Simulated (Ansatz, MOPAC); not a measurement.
System: SiOF2, charge 0, multiplicity 1. SMILES: O=[Si](F)F

Atoms: Si1, O2, F3, F4. Bonds: Si1-O2, Si1-F3, Si1-F4.

Bond lengths (Å) and angles (degrees) optimised at PM7 with MOPAC; MNDO with MOPAC; B3LYP/6-31G* with Ansatz (a program for electronic structure), each started from the B3LYP-D3(BJ)/def2-TZVP structure (Ansatz) of the last column. A row stands for all coordinates that are equal there. 6-31G* holds six Cartesian d functions. No wavenumbers were computed at MNDO, so these may be saddle points.

| coordinate | PM7 | MNDO | B3LYP/6-31G* | B3LYP-D3(BJ)/def2-TZVP |
|---|---|---|---|---|
| Si1-O2 | 1.399 | 1.510 | 1.515 | 1.505 |
| Si1-F3 | 1.541 | 1.577 | 1.583 | 1.571 |
| O2-Si1-F3 | 127.8 | 126.3 | 127.5 | 127.6 |
| F3-Si1-F4 | 104.3 | 107.5 | 105.1 | 104.7 |

Mean signed difference of all 3 bond lengths from B3LYP-D3(BJ)/def2-TZVP: PM7 -0.055 Å, MNDO 0.006 Å, B3LYP/6-31G* 0.012 Å.
